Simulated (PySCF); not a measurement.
PBE0 on C⁻ (carbon, charge -1), [He] 2s2 2p3, high-spin 4S determinant. Computed with PySCF 2.14 in def2-QZVPPD, with no relativity, point nucleus.

```
cycle= 1 E= -37.8540911504718  delta_E= -0.00298  |g|= 0.00652  |ddm|= 0.0903
cycle= 2 E= -37.854137310525  delta_E= -4.62e-05  |g|= 0.00292  |ddm|= 0.0175
cycle= 3 E= -37.8541419787372  delta_E= -4.67e-06  |g|= 0.00196  |ddm|= 0.00517
cycle= 4 E= -37.8541451765539  delta_E= -3.2e-06  |g|= 0.000213  |ddm|= 0.00274
cycle= 5 E= -37.8541452481093  delta_E= -7.16e-08  |g|= 8.88e-06  |ddm|= 0.00059
cycle= 6 E= -37.8541452481817  delta_E= -7.24e-11  |g|= 1.53e-06  |ddm|= 2.32e-05
converged SCF energy = -37.8541452481817  <S^2> = 3.753279  2S+1 = 4.0016392
```

Highest occupied orbital energy: 1.339 eV; ⟨L²⟩ = 0.00; populations by l: s 4.00, p 3.00, d 0.00, f 0.00.

Can this result be used?

With care. The calculation finished and met its thresholds. At PBE0 the highest occupied level has a positive energy, so only the finite basis holds that electron; in a semilocal or global hybrid functional this comes from self-interaction and does not mean that the real anion is unbound.
